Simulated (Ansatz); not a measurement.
Ansatz (a quantum-chemistry and plane-wave program) input:

Ansatz 0.2 input:
```yaml
crystal:
  periodic: [false, false, false]
  atoms:
    - {symbol: C, position_ang: [-2.63274307, -0.29139094, -0.22177699]}
    - {symbol: C, position_ang: [-1.15382349, -0.42222108, -0.58585437]}
    - {symbol: C, position_ang: [-0.32048590, 0.82129737, -0.22804780]}
    - {symbol: C, position_ang: [1.14692349, 0.68901353, -0.51042971]}
    - {symbol: C, position_ang: [1.96995171, -0.05611019, 0.30528580]}
    - {symbol: O, position_ang: [1.66994984, -0.69651074, 1.35820230]}
    - {symbol: H, position_ang: [-2.75174753, -0.11854350, 0.85211213]}
    - {symbol: H, position_ang: [-3.20515367, -1.18889632, -0.47895226]}
    - {symbol: H, position_ang: [-3.09433055, 0.55660060, -0.74030290]}
    - {symbol: H, position_ang: [-0.70970128, -1.27046692, -0.06003602]}
    - {symbol: H, position_ang: [-1.04969547, -0.62413953, -1.65806017]}
    - {symbol: H, position_ang: [-0.47126566, 1.00442873, 0.84611696]}
    - {symbol: H, position_ang: [-0.74492372, 1.68815579, -0.75628548]}
    - {symbol: H, position_ang: [1.56674638, 1.15765651, -1.39521880]}
    - {symbol: H, position_ang: [3.04153646, -0.07624140, -0.03005359]}
basis:
  gaussian:
    orbitals: def2-TZVPD
hamiltonian:
  xc: {name: wB97M-V}
total_charge: -1
output: {forces: true}
```

**Question.** What final total energy does it print?

**Answer.** -271.15239 Eh (wB97M-V/def2-TZVPD). The basis has 306 functions.

It need not be the lowest isomer of its formula. Whether it binds its extra electron was not tested at this geometry.
